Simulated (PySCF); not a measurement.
Coordinates in bohr (charge 0 multiplicity 1):
```
Y     0.0000   -1.1210    0.0000
S    -0.1114    3.1912    0.0000
H     3.5340   -2.3506    0.0000
```

Level of theory: PySCF, PBE0, basis Y def2-TZVP with ECP28, S def2-TZVP, H def2-TZVP (scalar-relativistic core potentials, no spin–orbit coupling, density fitting).

This geometry of HYS is a stationary point at this level.

(1) What is the point group?

(2) Is it a minimum?

(3) List the harmonic modes with their infrared intensities.

(4) What are the dipole moment and the gap between the highest occupied and lowest empty levels?

(5) Give the atomic charges and bond orders.

Answers

(1) Cs.

(2) Yes: all harmonic wavenumbers are real.

(3) 
```
symmetry  ω (cm⁻¹)  IR (km/mol)
      a'       378         80.9
      a'       506          145
      a'      1451          395
```

(4) 8.23 D and 3.58 eV.

(5) 
```csv
atom,Mulliken,Löwdin,polar tensor,Mayer order to Y1
Y1,0.78,0.20,1.36,–
S2,-0.58,-0.04,-0.88,2.24
H3,-0.21,-0.16,-0.48,0.94
```

Stability towards spin polarisation was not tested. Only a few start shapes were tried, so a lower isomer may exist.
